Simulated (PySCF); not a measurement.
Si(H)(Me)2(SeH) (C2H8SeSi), SMILES C[SiH](C)[SeH]. Heavy atoms are numbered as in [SiH:1]([CH3:2])([CH3:3])[SeH:4]. Hydrogens are named by the atom that carries them.

Geometry optimised at r2SCAN-D4/def2-SVP. Other conformers were not sampled.

Computed with PBE0/pcSseg-1 run with PySCF.

GIAO shieldings, no solvent; atoms alike by connectivity are averaged. δ = σ(ref) − σ: ²⁹Si against TMS (σ = 352.7 ppm); ¹³C against TMS (σ = 186.3 ppm); ⁷⁷Se against Me2Se (σ = 1740.1 ppm); ¹H against TMS (σ = 31.56 ppm), references at their B3LYP-D3(BJ)/def2-TZVP geometries, non-relativistic.

Computed chemical shifts:
```csv
nucleus,atoms,count,δ (ppm)
²⁹Si,Si1 (SiH),1,3.6
¹³C,C2 (CH3),2,6.2
⁷⁷Se,Se4 (SeH),1,-392.0
¹H,H on Si1,1,5.15
¹H,H on C2,6,0.74
¹H,H on Se4,1,0.29
```
